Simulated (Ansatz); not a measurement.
System: HgI$_{2}$, charge 0, singlet. HgI2 (SMILES [I][Hg][I]).
B3LYP-D3(BJ)/def2-TZVP minimum from Ansatz (an electronic-structure program):
```xyz
3

Hg     0.0000     0.0000     0.0000
I      0.0000     0.0000    -2.6116
I      0.0000     0.0000     2.6116
```
Charge 0, spin multiplicity 1.

Total energies in hartree (Ansatz). UHF or UKS for unpaired electrons; spin-orbit terms are left out. Cores are frozen in correlated methods (noble-gas shells, and filled d and f shells in the p block). Past Kr the def2 sets carry scalar-relativistic core potentials. Spin-orbit terms, left out, reach several kcal/mol for Br and I, and more for heavier atoms.

```tsv
species	HF/def2-TZVPP	CCSD(T)/def2-TZVPP	HF/def2-QZVPP	CCSD(T)/def2-QZVPP	CCSD(T)/def2-SVP	CCSDT(Q)/def2-SVP
1: HgI2 (SMILES [I][Hg][I])	-745.95051	-746.66605	-745.95417	-746.73864	-746.40919	-746.41045
2: Hg (singlet)	-152.55433	-152.96940	-152.55458	-152.99161	-152.83692	-152.83732
3: I (doublet)	-296.65857	-296.79430	-296.65973	-296.81374	-296.74085	-296.74112
```

Task: Work out the atomisation energy (electronic, to ground-state atoms) in kJ/mol: take Hartree-Fock from def2-QZVPP, extrapolate the CCSD(T) correlation energy as X^-3 (X = 3, 4), and add CCSDT(Q) - CCSD(T) in def2-SVP. 1 hartree = 2625.5 kJ/mol.

Result: 
Species 1: correlation (64·(-0.78447) - 27·(-0.71554))/37 = -0.83477; step -0.00126; E1 = -745.95417 + (-0.83477) + (-0.00126) = -746.79020
Species 2: correlation (64·(-0.43703) - 27·(-0.41507))/37 = -0.45305; step -0.00040; E2 = -152.55458 + (-0.45305) + (-0.00040) = -153.00803
Species 3: correlation (64·(-0.15401) - 27·(-0.13573))/37 = -0.16735; step -0.00027; E3 = -296.65973 + (-0.16735) + (-0.00027) = -296.82735
-1·E1 +1·E2 +2·E3 = 0.12747 hartree = 334.7 kJ/mol.
